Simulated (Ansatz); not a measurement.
Be9, relaxed as a singlet with RKS PBE0/def2-SVP in Ansatz, starting from the GFN2-xTB geometry. Force threshold 0.02 eV/Å.

The restricted singlet is unstable towards broken spin symmetry at other levels; at PBE0/def2-SVP this wasn't settled. The structure comes from a short search, and lower isomers may exist.

Start:

```xyz
9

Be   -0.413    1.676   -0.782
Be   -0.826   -1.311    0.509
Be    1.342   -0.789    0.481
Be    0.871    1.207    0.670
Be   -1.303    0.683    0.701
Be   -1.118   -0.155   -1.171
Be    0.065   -0.162    1.880
Be    0.348   -1.512   -1.089
Be    1.035    0.362   -1.200
```

```tsv
step	energy (eV)	largest force component (eV/Å)	SCF passes
1	-3596.7396	1.464	31
2	-3597.2991	0.465	35
3	-3597.3671	0.214	35
4	-3597.3860	0.050	34
5	-3597.3867	0.008	29
```

Force components are those of the run's own axes.

End:

| atom | x (Å) | y (Å) | z (Å) |
| --- | --- | --- | --- |
| Be1 | -0.4432 | 1.7978 | -0.8505 |
| Be2 | -0.7970 | -1.3954 | 0.5526 |
| Be3 | 1.3574 | -0.8782 | 0.5230 |
| Be4 | 0.8415 | 1.2831 | 0.7300 |
| Be5 | -1.3127 | 0.7660 | 0.7597 |
| Be6 | -1.1217 | -0.1463 | -1.2679 |
| Be7 | 0.0706 | -0.1776 | 2.0285 |
| Be8 | 0.3726 | -1.6203 | -1.1779 |
| Be9 | 1.0324 | 0.3708 | -1.2975 |

By distances, no bond broke or formed. The bond that changes most is Be4–Be9, from 2.06 to 2.23 Å (atoms count from 1).

No frequencies were taken in this run, so the end may be a saddle point.

Run time 8 s (4 threads of Arm Neoverse V2 on a shared host).
